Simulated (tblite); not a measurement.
Compound: C3H11NP2Si2.
Atom-mapped SMILES: `[CH2:1]=[CH:2][CH2:3]/[P:4]=[P:5]/[N:6]([SiH3:7])[SiH3:8]` (hydrogens: H9, H10 on C1; H11 on C2; H12, H13 on C3; H14, H15, H16 on Si7; H17, H18, H19 on Si8)

Computed with GFN2-xTB (tblite), gas phase: L-BFGS steps from a force-field or distance-geometry start until the largest atomic force falls under 0.01 eV/Å.

Step 87: E = -638.6365 eV
```
atom  x, y, z in Å  |  force x, y, z in eV/Å
C1      3.7556    0.8574   -0.0388   -0.032  -0.049  -0.053
C2      3.2750   -0.1719   -0.7159   -0.020   0.041   0.032
C3      2.2534   -1.1202   -0.1896   -0.014   0.001   0.008
P4      0.5558   -0.8117   -0.9618   -0.044   0.044   0.008
P5     -0.4108   -0.1780    0.7165   -0.029   0.013  -0.060
N6     -2.0189    0.0697    0.2161    0.021  -0.017   0.005
Si7    -2.6705   -0.6134   -1.2616    0.111   0.006  -0.008
Si8    -2.9521    1.1209    1.2757    0.042  -0.036  -0.056
H9      3.4297    1.0788    0.9642   -0.004  -0.022   0.012
H10     4.4954    1.5185   -0.4582   -0.028  -0.005   0.005
H11     3.6152   -0.3621   -1.7258   -0.032  -0.002  -0.004
H12     2.1792   -1.0490    0.8950    0.005   0.022   0.054
H13     2.5226   -2.1441   -0.4636    0.024   0.001   0.017
H14    -2.1850   -1.9926   -1.3120   -0.022   0.027  -0.025
H15    -2.1954    0.2079   -2.3768   -0.004  -0.045   0.017
H16    -4.1189   -0.5566   -1.1149   -0.025   0.003   0.011
H17    -3.1960    0.4095    2.5310    0.040   0.007  -0.033
H18    -2.1614    2.3327    1.4758    0.023   0.013   0.042
H19    -4.1827    1.4134    0.5521   -0.012  -0.003   0.029
```

Step 88: E = -638.6379 eV
```
atom  x, y, z in Å  |  force x, y, z in eV/Å
C1      3.7462    0.8590   -0.0410    0.027   0.084   0.066
C2      3.2694   -0.1700   -0.7147   -0.050  -0.096  -0.071
C3      2.2519   -1.1194   -0.1877   -0.047  -0.034   0.005
P4      0.5534   -0.8190   -0.9623   -0.018   0.035  -0.007
P5     -0.4100   -0.1753    0.7121   -0.031   0.018  -0.028
N6     -2.0187    0.0688    0.2136    0.027  -0.011   0.017
Si7    -2.6681   -0.6157   -1.2636    0.112   0.041  -0.004
Si8    -2.9465    1.1193    1.2770    0.004  -0.012  -0.027
H9      3.4218    1.0759    0.9642   -0.001   0.004  -0.010
H10     4.4819    1.5218   -0.4632   -0.005   0.016   0.016
H11     3.6139   -0.3675   -1.7214   -0.041   0.020  -0.027
H12     2.1774   -1.0500    0.8970    0.001   0.022   0.050
H13     2.5267   -2.1402   -0.4652    0.016  -0.032   0.031
H14    -2.1839   -1.9925   -1.3133   -0.020  -0.027  -0.016
H15    -2.1773    0.1966   -2.3759   -0.001  -0.016  -0.018
H16    -4.1153   -0.5448   -1.1251   -0.046  -0.002   0.016
H17    -3.1884    0.4080    2.5331    0.047   0.003  -0.040
H18    -2.1623    2.3352    1.4793    0.039   0.003   0.035
H19    -4.1819    1.4189    0.5646   -0.014  -0.017   0.012
```

Question: Estimate the geometry and energy of step 89. (The exact step hangs on the optimiser's Hessian estimate; all steps are aligned on step 88, rigid shifts and turns removed.)

Answer: E = -638.6390 eV, largest force 0.094 eV/Å
```
atom  x, y, z in Å  |  force x, y, z in eV/Å
C1      3.7311    0.8639   -0.0439    0.010  -0.010   0.001
C2      3.2651   -0.1730   -0.7167   -0.021   0.003   0.007
C3      2.2514   -1.1260   -0.1887   -0.035  -0.027   0.001
P4      0.5516   -0.8295   -0.9645   -0.004   0.032   0.031
P5     -0.4061   -0.1738    0.7096    0.000   0.010  -0.030
N6     -2.0152    0.0689    0.2158    0.017   0.002   0.004
Si7    -2.6592   -0.6119   -1.2649    0.082   0.025  -0.038
Si8    -2.9436    1.1184    1.2786   -0.017   0.013   0.000
H9      3.4035    1.0797    0.9600   -0.015   0.007  -0.003
H10     4.4646    1.5304   -0.4642   -0.007   0.014   0.009
H11     3.6152   -0.3727   -1.7205   -0.037   0.025  -0.039
H12     2.1779   -1.0545    0.8964   -0.005   0.010   0.025
H13     2.5327   -2.1450   -0.4668   -0.004  -0.028   0.042
H14    -2.1896   -1.9960   -1.3046   -0.030   0.001  -0.019
H15    -2.1466    0.1912   -2.3769   -0.022  -0.037   0.013
H16    -4.1086   -0.5252   -1.1370   -0.003  -0.001   0.007
H17    -3.1826    0.4096    2.5364    0.051  -0.007  -0.037
H18    -2.1665    2.3389    1.4845    0.041  -0.009   0.022
H19    -4.1849    1.4158    0.5747    0.000  -0.023   0.003
```

The energy changes by -0.0012 eV. The first-order estimate −F·Δx gives -0.0018 eV and the mean of the old and new forces, exact on a quadratic surface, -0.0011 eV. The step makes an angle of 83° with the force vector and moves no atom by more than 0.031 Å.

What follows is the cost of the whole relaxation. The run took 1.7 s of wall time on Arm Neoverse V1, one thread, shared host with 32 logical CPUs at a one-minute load of 20.
